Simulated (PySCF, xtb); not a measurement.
C4H11NSi, SMILES CC/N=C(\C)[SiH3].

The structure is a stationary point at r2SCAN-D4/def2-SVP. The structure was generated by enumeration; whether it is a known compound was not checked. Other conformers were not sampled.

The numbers are results of PySCF with C-PCM-PBE0/def2-SVP, not measurements.

The values are the electrostatic part of the solvation free energy, E(continuum) − E(gas) at the gas-phase geometry, in a cavity of scaled van der Waals radii (PySCF's table); cavitation and dispersion terms are not included. In vacuum the orbital gap is 6.21 eV. The dipole moment in vacuum is 2.06 D.

Computed values in water (ε = 78.36), 2-propanol (ε = 19.26), chloroform (ε = 4.71):
```csv
solvent,ε,ΔG(elec) (kcal/mol),dipole (D),gap (eV)
water,78.36,-3.4,2.90,6.30
2-propanol,19.26,-3.2,2.86,6.30
chloroform,4.71,-2.6,2.68,6.28
```

For comparison, GFN2-xTB/ALPB(water) (xtb, at the GFN2-xTB geometry, all terms of that model) gives -0.9 kcal/mol.
